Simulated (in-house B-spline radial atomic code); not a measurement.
Inner-shell binding energies (edges) and X-ray emission energies of free atoms and ions, as differences of relaxed hole-state energies with first-order Breit, QED and recoil terms, without correlation or multiplet splittings, in NIST's listed ground configurations. For neutral atoms such line energies lie within some 1 to 5 eV of tabulated X-ray lines (up to 20 eV for the heaviest). Removing outer electrons raises all edges nearly alike, so lines move far less than edges. K = 1s, L2 = 2p1/2, M3 = 3p3/2. A dash marks a subshell that is part filled or wasn't run, or a line left out. Computed with a B-spline radial code for spherical atoms: Dirac-Hartree-Fock, average of the configuration, finite nuclei.

| ion | configuration | K edge (eV) | K-L2 (eV) | K-M3 (eV) |
| --- | --- | --- | --- | --- |
| Ag+ | [Kr] 4d10 | 25530.1 | 21988.4 | 24939 |
| Ag2+ | [Kr] 4d9 | 25546.4 | 21988.3 | 24938.9 |
| Ag3+ | [Kr] 4d8 | 25564.6 | 21988.1 | 24939 |
| Ag4+ | [Kr] 4d7 | 25584.5 | 21987.9 | 24939.2 |
| Ag5+ | [Kr] 4d6 | 25606 | 21987.7 | 24939.5 |
| Ag6+ | [Kr] 4d5 | 25629 | 21987.4 | 24940 |
| Ag7+ | [Kr] 4d4 | 25653.5 | 21987.2 | 24940.7 |
